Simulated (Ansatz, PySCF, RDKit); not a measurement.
Noncovalent pair: HBr (SMILES Br) (first 2 atoms) with H2Se (SMILES [SeH2]); geometry from B3LYP-D3(BJ)/def2-TZVP, rigid monomers moved along the line of their centres of mass till H2···Se3 is 2.89 Å.
(charge 0, multiplicity 1):
```
atom    x (Å)    y (Å)    z (Å)
----  -------  -------  -------
Br    -0.3306   0.1312  -0.5702
H     -0.3518   0.1466   0.8749
Se    -0.2217   0.1101   3.7666
H      0.3334  -1.2507   3.7093
H      1.1241   0.6994   3.6966
```

Interaction energies are E(AB) − E(A) − E(B) at the monomers' geometry in the complex; basis-set methods are counterpoise corrected. Rows marked so take none. RDKit's UFF carries no charges.

Rows in 6-31G* carry no dispersion term and start afresh at each structure (6-31G* with six Cartesian d functions); the Pople sets are all-electron and without relativity.

The values were computed with Ansatz (a quantum-chemistry and plane-wave program); PySCF for 6-31G* rows, the dispersion terms; RDKit for the force fields. Each number belongs to the level named beside it.

**Question.** One of these levels gives -13.9 kJ/mol for the interaction energy. Which?
A) PBE-D4/def2-TZVPPD
B) B3LYP-D3(BJ)/def2-TZVPPD
C) UFF
D) M06-2X/6-31G* (no counterpoise)

**Answer.** B, B3LYP-D3(BJ)/def2-TZVPPD. The others give -0.2 (UFF), -15.5 (PBE-D4/def2-TZVPPD), -12.5 (M06-2X/6-31G* (no counterpoise))
